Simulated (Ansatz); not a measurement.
Si₂NH₉O, singlet: a trajectory.

in.yaml

```yaml
crystal:
  periodic: [false, false, false]
  atoms:
    - {symbol: Si, position_ang: [-0.430381, 0.660959, -0.241142]}
    - {symbol: O, position_ang: [1.084361, 0.230777, 1.142417]}
    - {symbol: H, position_ang: [-1.259110, 0.935388, -1.486179]}
    - {symbol: H, position_ang: [-0.631687, 1.950026, 0.474322]}
    - {symbol: Si, position_ang: [-1.277306, -1.359498, 0.558629]}
    - {symbol: H, position_ang: [1.632250, 0.461651, -0.017507]}
    - {symbol: N, position_ang: [1.222660, 0.583257, -1.128752]}
    - {symbol: H, position_ang: [1.181341, 0.831351, 1.883388]}
    - {symbol: H, position_ang: [-2.593960, -1.725757, -0.039165]}
    - {symbol: H, position_ang: [-0.308853, -2.434131, 0.196017]}
    - {symbol: H, position_ang: [-1.421164, -1.331955, 2.037446]}
    - {symbol: H, position_ang: [1.342907, -0.221701, -1.731688]}
    - {symbol: H, position_ang: [1.458941, 1.419635, -1.647886]}
basis:
  gaussian: {orbitals: def2-SVP}
hamiltonian: {xc: r2scan, dispersion: d4}
md: {n_steps: 30, timestep: 0.25, temperature: 1000, ensemble: nve, seed: 88, initial_velocities: maxwell_boltzmann}
```

Run by:

```bash
ansatz run in.yaml --threads 8 --pin off --events-out ev --progress --plain --max-ram 19148MiB
```

Output of Ansatz 0.2.0:

```
Functional definition: r2SCAN
  name "r2SCAN"
  cite "Furness, Kaplan, Ning, Perdew & Sun, J. Phys. Chem. Lett. 11, 8208 (2020) doi:10.1021/acs.jpclett.0c02405"
  cite "Furness, Kaplan, Ning, Perdew & Sun, J. Phys. Chem. Lett. 11, 9248 (2020) doi:10.1021/acs.jpclett.0c03077"
  parent r2scan
  parameter k0 = 0.174
  parameter k1 = 0.065
  parameter a1 = 4.9479
  exchange = r2scan_x(k0 = k0, k1 = k1, a1 = a1)
  correlation = r2scan_c
1229 factors; their error is unknown
mean field evaluation 1: about -19419.4689 eV, gradient 6.5e1 eV
mean field evaluation 2: about -19398.9400 eV, gradient 1.2e2 eV
mean field evaluation 4: about -19427.2296 eV, gradient 9.8e0 eV
mean field evaluation 8: about -19427.4178 eV, gradient 3.4e-1 eV
mean field evaluation 16: about -19427.3323 eV, gradient 1.1e-4 eV
mean field -19427.33227984 eV, -713.9412929655 hartree, gradient 3.3e-5 eV, S^2 0.000000; 0 other end points of the search recorded, 0 dependent functions left out
the calculation of the forces begins
reference -19427.33229120 eV, -713.9412933826 hartree; 26, 26 occupied and 83, 83 virtual orbitals, 1229 factors
md step     0: t =     0.00 fs  T =  1000.0 K  F+E_penalty+E_count = -19427.39974415 eV  E_kin = 1.421860 eV  conserved = -19425.97788416 eV  (28 SCF iters)
md step     1: t =     0.25 fs  T =   996.7 K  F+E_penalty+E_count = -19427.39497638 eV  E_kin = 1.417156 eV  conserved = -19425.97782054 eV  (30 SCF iters)
md step     2: t =     0.50 fs  T =   986.8 K  F+E_penalty+E_count = -19427.38085284 eV  E_kin = 1.403138 eV  conserved = -19425.97771509 eV  (31 SCF iters)
md step     3: t =     0.75 fs  T =   971.6 K  F+E_penalty+E_count = -19427.35900119 eV  E_kin = 1.381423 eV  conserved = -19425.97757838 eV  (31 SCF iters)
md step     4: t =     1.00 fs  T =   952.3 K  F+E_penalty+E_count = -19427.33152604 eV  E_kin = 1.354097 eV  conserved = -19425.97742897 eV  (32 SCF iters)
md step     5: t =     1.25 fs  T =   930.8 K  F+E_penalty+E_count = -19427.30073839 eV  E_kin = 1.323452 eV  conserved = -19425.97728594 eV  (32 SCF iters)
md step     6: t =     1.50 fs  T =   908.5 K  F+E_penalty+E_count = -19427.26885690 eV  E_kin = 1.291689 eV  conserved = -19425.97716742 eV  (32 SCF iters)
md step     7: t =     1.75 fs  T =   886.6 K  F+E_penalty+E_count = -19427.23772762 eV  E_kin = 1.260640 eV  conserved = -19425.97708731 eV  (31 SCF iters)
md step     8: t =     2.00 fs  T =   866.2 K  F+E_penalty+E_count = -19427.20861803 eV  E_kin = 1.231567 eV  conserved = -19425.97705101 eV  (30 SCF iters)
md step     9: t =     2.25 fs  T =   847.5 K  F+E_penalty+E_count = -19427.18212910 eV  E_kin = 1.205073 eV  conserved = -19425.97705588 eV  (31 SCF iters)
md step    10: t =     2.50 fs  T =   830.7 K  F+E_penalty+E_count = -19427.15823053 eV  E_kin = 1.181138 eV  conserved = -19425.97709296 eV  (31 SCF iters)
md step    11: t =     2.75 fs  T =   815.3 K  F+E_penalty+E_count = -19427.13639694 eV  E_kin = 1.159248 eV  conserved = -19425.97714921 eV  (30 SCF iters)
md step    12: t =     3.00 fs  T =   800.8 K  F+E_penalty+E_count = -19427.11580563 eV  E_kin = 1.138595 eV  conserved = -19425.97721099 eV  (31 SCF iters)
md step    13: t =     3.25 fs  T =   786.5 K  F+E_penalty+E_count = -19427.09554699 eV  E_kin = 1.118280 eV  conserved = -19425.97726692 eV  (31 SCF iters)
md step    14: t =     3.50 fs  T =   771.9 K  F+E_penalty+E_count = -19427.07480525 eV  E_kin = 1.097497 eV  conserved = -19425.97730834 eV  (31 SCF iters)
md step    15: t =     3.75 fs  T =   756.5 K  F+E_penalty+E_count = -19427.05298812 eV  E_kin = 1.075656 eV  conserved = -19425.97733216 eV  (30 SCF iters)
md step    16: t =     4.00 fs  T =   740.2 K  F+E_penalty+E_count = -19427.02978907 eV  E_kin = 1.052451 eV  conserved = -19425.97733762 eV  (31 SCF iters)
md step    17: t =     4.25 fs  T =   722.9 K  F+E_penalty+E_count = -19427.00519811 eV  E_kin = 1.027872 eV  conserved = -19425.97732655 eV  (30 SCF iters)
md step    18: t =     4.50 fs  T =   704.8 K  F+E_penalty+E_count = -19426.97947265 eV  E_kin = 1.002171 eV  conserved = -19425.97730209 eV  (29 SCF iters)
md step    19: t =     4.75 fs  T =   686.3 K  F+E_penalty+E_count = -19426.95308849 eV  E_kin = 0.975821 eV  conserved = -19425.97726732 eV  (30 SCF iters)
md step    20: t =     5.00 fs  T =   667.8 K  F+E_penalty+E_count = -19426.92668778 eV  E_kin = 0.949463 eV  conserved = -19425.97722520 eV  (31 SCF iters)
md step    21: t =     5.25 fs  T =   649.7 K  F+E_penalty+E_count = -19426.90102877 eV  E_kin = 0.923851 eV  conserved = -19425.97717810 eV  (31 SCF iters)
md step    22: t =     5.50 fs  T =   632.8 K  F+E_penalty+E_count = -19426.87694001 eV  E_kin = 0.899812 eV  conserved = -19425.97712848 eV  (31 SCF iters)
md step    23: t =     5.75 fs  T =   617.6 K  F+E_penalty+E_count = -19426.85527361 eV  E_kin = 0.878194 eV  conserved = -19425.97707995 eV  (31 SCF iters)
md step    24: t =     6.00 fs  T =   604.7 K  F+E_penalty+E_count = -19426.83684802 eV  E_kin = 0.859812 eV  conserved = -19425.97703640 eV  (32 SCF iters)
md step    25: t =     6.25 fs  T =   594.6 K  F+E_penalty+E_count = -19426.82237848 eV  E_kin = 0.845375 eV  conserved = -19425.97700342 eV  (32 SCF iters)
md step    26: t =     6.50 fs  T =   587.5 K  F+E_penalty+E_count = -19426.81238874 eV  E_kin = 0.835401 eV  conserved = -19425.97698742 eV  (32 SCF iters)
md step    27: t =     6.75 fs  T =   583.8 K  F+E_penalty+E_count = -19426.80711409 eV  E_kin = 0.830119 eV  conserved = -19425.97699541 eV  (32 SCF iters)
md step    28: t =     7.00 fs  T =   583.3 K  F+E_penalty+E_count = -19426.80640707 eV  E_kin = 0.829375 eV  conserved = -19425.97703163 eV  (32 SCF iters)
md step    29: t =     7.25 fs  T =   585.6 K  F+E_penalty+E_count = -19426.80967460 eV  E_kin = 0.832578 eV  conserved = -19425.97709696 eV  (31 SCF iters)
md step    30: t =     7.50 fs  T =   589.8 K  F+E_penalty+E_count = -19426.81586803 eV  E_kin = 0.838679 eV  conserved = -19425.97718882 eV  (29 SCF iters)
Total energy: -19426.81587955 eV, -713.9223156048 hartree
Atom 0 at    -0.459830     0.694388    -0.286610 Å, force     1.118278     0.755496    -1.117404 eV/Å
Atom 1 at     1.091401     0.190098     1.086052 Å, force    -1.700179    -0.815669     3.850392 eV/Å
Atom 2 at    -1.310201     0.925959    -1.538380 Å, force    -0.081244    -0.112925     0.269820 eV/Å
Atom 3 at    -0.573697     2.080315     0.388669 Å, force    -0.112445    -0.884843    -0.045079 eV/Å
Atom 4 at    -1.265733    -1.372277     0.604083 Å, force    -1.124769    -1.421536     0.079604 eV/Å
Atom 5 at     1.702447     0.369155     0.343807 Å, force     1.303861     0.592762    -1.166779 eV/Å
Atom 6 at     1.272243     0.633564    -1.097650 Å, force    -0.649642    -1.779989    -2.126412 eV/Å
Atom 7 at     1.117239     0.597969     1.973238 Å, force     0.530889    -0.077806    -0.614012 eV/Å
Atom 8 at    -2.554472    -1.915641    -0.007880 Å, force     0.034765     0.711503    -0.065679 eV/Å
Atom 9 at    -0.580413    -2.726901     0.368401 Å, force     0.566509     0.867824     0.067784 eV/Å
Atom 10 at    -1.655944    -1.451886     2.082504 Å, force     0.461368     0.436151    -0.363490 eV/Å
Atom 11 at     1.285064    -0.053698    -1.910307 Å, force    -0.122334     0.619474     1.291166 eV/Å
Atom 12 at     1.667982     1.430488    -1.568476 Å, force    -0.225057     1.109558    -0.059911 eV/Å
Dipole moment:     0.595204     0.398234     0.047239 e Å

[the SCF lines of later steps are left out]
```

The run took about 15 s on 8 CPU threads of an AMD EPYC 9R45 (shared host).
